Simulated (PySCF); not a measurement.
**Assignment exercise: C8H7FO**

Molfile (atoms numbered from 1):
```
C8H7FO
     RDKit          3D

 17 17  0  0  0  0  0  0  0  0999 V2000
    2.6359   -0.6486   -0.1957 C   0  0  0  0  0  0  0  0  0  0  0  0
    1.7495    0.4765    0.2785 C   0  0  0  0  0  0  0  0  0  0  0  0
    2.2196    1.4679    0.7927 O   0  0  0  0  0  0  0  0  0  0  0  0
    0.2706    0.3421    0.1004 C   0  0  0  0  0  0  0  0  0  0  0  0
   -0.5431    1.3950    0.5420 C   0  0  0  0  0  0  0  0  0  0  0  0
   -1.9231    1.3353    0.4088 C   0  0  0  0  0  0  0  0  0  0  0  0
   -2.4891    0.2047   -0.1745 C   0  0  0  0  0  0  0  0  0  0  0  0
   -3.8094    0.1367   -0.3051 F   0  0  0  0  0  0  0  0  0  0  0  0
   -1.7115   -0.8567   -0.6237 C   0  0  0  0  0  0  0  0  0  0  0  0
   -0.3296   -0.7810   -0.4828 C   0  0  0  0  0  0  0  0  0  0  0  0
    2.5060   -0.8243   -1.2747 H   0  0  0  0  0  0  0  0  0  0  0  0
    2.3894   -1.5885    0.3222 H   0  0  0  0  0  0  0  0  0  0  0  0
    3.6798   -0.3832    0.0083 H   0  0  0  0  0  0  0  0  0  0  0  0
   -0.0548    2.2610    0.9937 H   0  0  0  0  0  0  0  0  0  0  0  0
   -2.5722    2.1451    0.7468 H   0  0  0  0  0  0  0  0  0  0  0  0
   -2.1982   -1.7228   -1.0748 H   0  0  0  0  0  0  0  0  0  0  0  0
    0.2812   -1.6143   -0.8352 H   0  0  0  0  0  0  0  0  0  0  0  0
  1  2  1  0
  2  3  2  0
  2  4  1  0
  4  5  1  0
  5  6  2  0
  6  7  1  0
  7  8  1  0
  7  9  2  0
  9 10  1  0
 10  4  2  0
  1 11  1  0
  1 12  1  0
  1 13  1  0
  5 14  1  0
  6 15  1  0
  9 16  1  0
 10 17  1  0
M  END
```

[PySCF 2.14.0 with density-fitted response routines: coordinates at the PBE0-D3(BJ)/def2-SVP level; NMR shieldings at PBE0/pcSseg-1/GIAO; non-relativistic; isolated molecule; equivalent nuclei averaged; single conformer]

Chemical shifts δ = σref − σ; TMS for $^{13}$C (184.41 ppm), $^{1}$H (31.27 ppm), all at this level.

Problem. Assign these signals to the numbered atoms. $^{13}$C{$^{1}$H} NMR (computed): δ 196.2 (C), 173.6 (C), 137.2 (CH), 135.4 (C), 120.3 (CH), 27.4 (CH3).

Solution. 
196.2 → C2, ketone carbonyl carbon: low-lying n→π* states of the double bond to the heteroatom give a large paramagnetic term (-256 ppm)
173.6 → C7, aromatic carbon bearing fluorine: an ipso carbon deshielded by its heteroatom
137.2 → C5/C10, aromatic CH: the aromatic region
135.4 → C4, substituted aromatic carbon
120.3 → C6/C9, aromatic CH
27.4 → C1, methyl carbon α to a carbonyl: α to the electron-withdrawing carbonyl group

C5/C10 and C4 lie closer than the usual error of such a calculation, so a measured spectrum could show them in the other order.

Problem. Assign these signals to the numbered atoms. $^{1}$H NMR (400 MHz, computed): δ 8.19 (m, 2H), 7.20 (m, 2H), 2.53 (s, 3H).

Solution. 
| δ (ppm) | atoms | environment | reason |
| --- | --- | --- | --- |
| 8.19 | H14/H17 | hydrogen on an aromatic CH | ring current plus the deshielding of an ortho carbonyl group |
| 7.20 | H15/H16 | hydrogen on an aromatic CH | – |
| 2.53 | H11/H12/H13 | hydrogen on a methyl carbon α to a carbonyl | α to C=O |

Splittings by $^{19}$F in the carbon and heteronuclear signals aren't shown, as no couplings were computed. Shifts are as computed. Against solution values, carbons near 30 ppm lie about +2 ppm off and those near 130 ppm about +5 ppm. Of 1211 compounds with measured shifts, 218 miss one by over three times the rms of a fit or turn the order of signals round; such compounds aren't used in these exercises. No couplings were computed; multiplicities are counted from neighbouring protons, with m where these are inequivalent, close in shift, in a saturated or five-membered ring or joined by F or P, and br s for small geminal =CH2 splittings.
